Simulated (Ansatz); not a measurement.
Reaction (ligand exchange at a B–S bond): `FB(S)Cl` + HCl → `FB(Cl)Cl` + H₂S

Computed with Ansatz on PBE0-D4/def2-TZVP structures; ΔE is electronic, products minus reactants. CBS: MP2 limit from def2 TZ/QZ plus the TZ coupled-cluster correction, frozen cores. This one scheme is used for every species. DFT in def2-TZVPP. HSE06 is defined as in plane-wave codes. Each species was taken in one conformer, which may not be the lowest.

```tsv
level	ΔE (kJ/mol)	difference from CCSD(T)/CBS
PBE-D4	-8.3	2.3
revPBE-D4	-8.0	2.6
r2SCAN-D4	-10.7	-0.1
CAM-B3LYP-D4	-12.7	-2.1
revPBE	-10.1	0.5
HSE06	-10.3	0.3
BHLYP	-14.4	-3.8
HF/def2-SVP	-21.9	-11.3
HF/def2-TZVPP	-18.0	-7.4
MP2/def2-TZVPP	-11.5	-0.9
CCSD(T)/CBS	-10.6	0
```

Largest T1 diagnostic among the species: 0.012.

In def2-TZVPP, CCSD(T) changes the Hartree–Fock value by +6.5 kJ/mol (the triples alone add +1.1 kJ/mol) and MP2 by +6.5 kJ/mol. Leaving LDA and LC-ωPBE aside and taking each functional with its dispersion term where it has one, the values, not all of them listed here, spread over 5.3 kJ/mol, from ωB97M-V to revPBE-D4. At CCSD(T), def2-SVP lies −6.7 kJ/mol from the extrapolated value and def2-TZVPP −0.9 kJ/mol.
